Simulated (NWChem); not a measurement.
Si2H5SCl; SMILES [SiH3]S[SiH2]Cl

```xyz
9

Si    -0.8938     1.8390     0.0953
S      0.9770     0.9980    -0.6324
Si     0.8878    -0.8789     0.4062
Cl    -0.8806    -1.9030    -0.0127
H     -2.0611     1.3594    -0.7157
H     -1.0909     1.4671     1.5389
H     -0.7514     3.3257    -0.0461
H      0.9270    -0.6849     1.8923
H      2.0535    -1.6825    -0.0801
```
Atoms are numbered in this order, from 1.

Program: NWChem. Pople sets run with spherical d functions. All runs use the structure optimised with PBE-D3(BJ)/def2-SVP. B3LYP is NWChem's, with the RPA form of VWN correlation. Vzz is the largest principal value of the second derivative of the potential at the nucleus (NWChem prints the opposite sign); η is the asymmetry. Non-relativistic.

```
level                 Vzz S2 (a.u.)  η S2  Vzz Cl4 (a.u.)  η Cl4
--------------------  -------------  ----  --------------  -----
B3LYP/6-31G*                 -1.616  0.53           2.096   0.09
B3LYP/def2-SVP               -1.563  0.51           2.084   0.11
Hartree-Fock/6-31G*          -1.552  0.59           2.033   0.07
Hartree-Fock/cc-pVTZ            [?]  0.59             [?]   0.07
```

Problem. Some entries are withheld; supply them.

Solution. 
- Hartree-Fock/cc-pVTZ, Vzz S2 (a.u.): -1.538
- Hartree-Fock/cc-pVTZ, Vzz Cl4 (a.u.): 2.011
